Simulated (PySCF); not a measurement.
# V (vanadium, neutral) across methods

[Ar] 3d5, high-spin 6S determinant (an excited configuration). Computed with PySCF 2.14 in aug-cc-pVDZ (7s6p4d2f, 59 functions), with the non-relativistic Hamiltonian (point nucleus).

| method | E (hartree) | mean ε 3p α (eV) | mean ε 3p β (eV) | mean ε 3d α (eV) | Σ⟨r²⟩ (bohr²) | ⟨S²⟩ |
| --- | --- | --- | --- | --- | --- | --- |
| PBE | -943.620 | -38.697 | -35.180 | -1.501 | 39.69 | 8.750 |
| MN15 | -943.841 | -41.424 | -38.062 | -2.708 | 35.73 | 8.751 |
| BP86 | -943.973 | -38.809 | -35.446 | -1.636 | 39.31 | 8.750 |
| UHF | -942.76144 | -51.579 | -42.632 | -5.224 | 33.58 | 8.750 |
| HSE06 | -943.658 | -41.572 | -36.858 | -2.030 | 37.26 | 8.750 |
| LDA | -941.699 | -38.595 | -35.255 | -1.656 | 39.07 | 8.750 |
| TPSSh | -943.857 | -40.267 | -36.096 | -1.696 | 38.49 | 8.750 |
| PBE0 | -943.638 | -41.930 | -37.177 | -2.390 | 37.18 | 8.750 |
| r2SCAN | -943.813 | -40.087 | -35.565 | -1.411 | 38.73 | 8.750 |
